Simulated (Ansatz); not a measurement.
Ansatz results at the PBE0-D4/def2-TZVP geometry: size of the dipole moment (ωB97M-V/def2-TZVPP) 1.61 D; HOMO energy (PBE/def2-TZVPP) -5.10 eV; LUMO energy (PBE0/def2-TZVPP) 0.09 eV.

Each molecule was computed in one conformer, which needn't be the lowest.

(1) Which molecule gave them?
A. `C[SiH2]SP`
B. `COBCN`
C. `[SiH3]O[AsH2]`
D. `CBOCN`

Results:

(1) B. The others give `C[SiH2]SP`: 1.61, -6.16, -0.48; `[SiH3]O[AsH2]`: 1.08, -6.39, -0.86; `CBOCN`: 2.15, -5.92, 0.35.
